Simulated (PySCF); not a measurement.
Ga(Cl)2(NH3) (Cl2GaH3N), SMILES [NH3]->[Ga+]([Cl])[Cl] (connectivity only; charge and spin as stated), charge +1, multiplicity 1.

Coordinates come from a B3LYP-D3(BJ)/def2-SVP optimisation. The multiplicity is an assumed one; no other spin state was optimised. The isomer is the one that the SMILES or the coordinates give; other isomers of the formula were not compared.

These are PySCF with TDA-PBE/def2-SVPD values and carry that method's errors.

Vertical excitations. 

```json
[
 {"state": "S1", "energy (eV)": "5.05", "λ (nm)": "245", "f": "0.006", "main pairs": "HOMO→LUMO 99 %"},
 {"state": "S2", "energy (eV)": "5.10", "λ (nm)": "243", "f": "0.000", "main pairs": "HOMO−1→LUMO 100 %"},
 {"state": "S3", "energy (eV)": "5.29", "λ (nm)": "234", "f": "0.036", "main pairs": "HOMO−2→LUMO 98 %"},
 {"state": "S4", "energy (eV)": "5.58", "λ (nm)": "222", "f": "0.000", "main pairs": "HOMO→LUMO+1 100 %"},
 {"state": "S5", "energy (eV)": "5.62", "λ (nm)": "220", "f": "0.027", "main pairs": "HOMO−3→LUMO 98 %"},
 {"state": "S6", "energy (eV)": "5.74", "λ (nm)": "216", "f": "0.001", "main pairs": "HOMO−2→LUMO+1 99 %"},
 {"state": "S7", "energy (eV)": "6.01", "λ (nm)": "206", "f": "0.036", "main pairs": "HOMO−1→LUMO+1 85 %"},
 {"state": "S8", "energy (eV)": "6.53", "λ (nm)": "190", "f": "0.006", "main pairs": "HOMO−3→LUMO+1 88 %"},
 {"state": "S9", "energy (eV)": "7.19", "λ (nm)": "172", "f": "0.024", "main pairs": "HOMO→LUMO+2 79 %, HOMO−4→LUMO 20 %"},
 {"state": "S10", "energy (eV)": "7.30", "λ (nm)": "170", "f": "0.000", "main pairs": "HOMO−1→LUMO+2 100 %"},
 {"state": "T1", "energy (eV)": "4.69", "λ (nm)": "264", "f": "0", "main pairs": "HOMO→LUMO 100 %"},
 {"state": "T2", "energy (eV)": "4.77", "λ (nm)": "260", "f": "0", "main pairs": "HOMO−1→LUMO 100 %"},
 {"state": "T3", "energy (eV)": "4.84", "λ (nm)": "256", "f": "0", "main pairs": "HOMO−2→LUMO 100 %"},
 {"state": "T4", "energy (eV)": "5.14", "λ (nm)": "241", "f": "0", "main pairs": "HOMO−3→LUMO 99 %"}
]
```
Triplets are in the Tamm–Dancoff approximation.
